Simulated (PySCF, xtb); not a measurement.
pent-1-ene (C5H10), SMILES C=CCCC. Other conformers were not sampled.

Harmonic wavenumbers (cm⁻¹) from xtb with GFN2-xTB at its own minimum, in rising order: 49, 104, 234, 281, 374, 445, 649, 798, 884, 893, 915, 963, 1023, 1037, 1093, 1117, 1163, 1226, 1262, 1285, 1331, 1347, 1414, 1420, 1478, 1493, 1504, 1510, 1720, 2951, 2966, 2979, 2984, 3027, 3033, 3045, 3060, 3094, 3120.

Q: What does PBE-D3(BJ)/def2-SVP in PySCF give at its own minimum? (Estimate from the structure and the level; the computed values follow.)

A: 70, 120, 237, 281, 371, 437, 644, 738, 836, 858, 896, 918, 985, 999, 1051, 1076, 1134, 1211, 1240, 1264, 1301, 1310, 1351, 1379, 1404, 1413, 1422, 1431, 1673, 2942, 2965, 2967, 3009, 3014, 3051, 3059, 3062, 3071, 3162. Paired by order, the mean absolute difference is 31 cm⁻¹ and the zero-point energies are 84.7 and 83.4 kcal/mol.
